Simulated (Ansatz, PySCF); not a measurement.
CH₃AlCl, SMILES [CH3][Al+][Cl], charge +1. Atoms are numbered in the order given.

```xyz
6

Al     0.0000     0.0000    -0.4109
C      0.0000     0.0000    -2.3218
H     -0.8933    -0.5158    -2.6800
H      0.8933    -0.5158    -2.6800
H      0.0000     1.0315    -2.6800
Cl     0.0000     0.0000     1.6066
```
Charge +1, spin multiplicity 1.

Geometry optimised at B3LYP-D3(BJ)/def2-TZVP. The spin state was assumed, not searched. The isomer is the one that the SMILES or the coordinates give; other isomers of the formula were not compared.

Vertical ionisation energy (IE) and electron affinity (EA) in eV. Rows of orbital energies are one-electron estimates. Where ΔSCF, EOM or ADC give a negative EA the extra electron is unbound and the value depends on the basis.

| level | IE | EA |
|---|---|---|
| −ε(HOMO), −ε(LUMO), M06-2X/def2-TZVPD (PySCF) | [?] | [?] |
| −ε(HOMO), −ε(LUMO), PBE/def2-TZVPD (PySCF) | 14.02 | 8.38 |
| ADC(2)/aug-cc-pVDZ (PySCF) | 17.64 | 5.50 |
| ΔSCF, PBE0/def2-SVPD (Ansatz), final states of multiplicity 2 and 2 | 17.82 | 5.70 |
| ΔSCF, PBE/def2-SVPD (Ansatz), final states of multiplicity 2 and 2 | 17.51 | 5.74 |

Task: What belongs in the gaps? (An estimate is asked for; the answer gives what the named calculation found.)

Result: 
- −ε(HOMO), −ε(LUMO), M06-2X/def2-TZVPD (PySCF), IE: 16.63
- −ε(HOMO), −ε(LUMO), M06-2X/def2-TZVPD (PySCF), EA: 6.88

Task: What vertical singlet–triplet gap does ΔSCF give with PBE0/def2-SVPD (Ansatz, a first-principles code) and with PBE/def2-SVPD (Ansatz)? (The exact figures need the calculation; the answer reports its results.)

Result: 5.63 and 5.36 eV (triplet above singlet where positive).

Task: Beyond the first one, list the lowest photoelectron lines from ADC(2)/aug-cc-pVDZ in PySCF 2.14.0 with their pole strengths (two spins summed). (The exact figures need the calculation; the answer reports its results.)

Result: 19.68 eV (1.78), 19.68 eV (1.78), 20.28 eV (1.80).
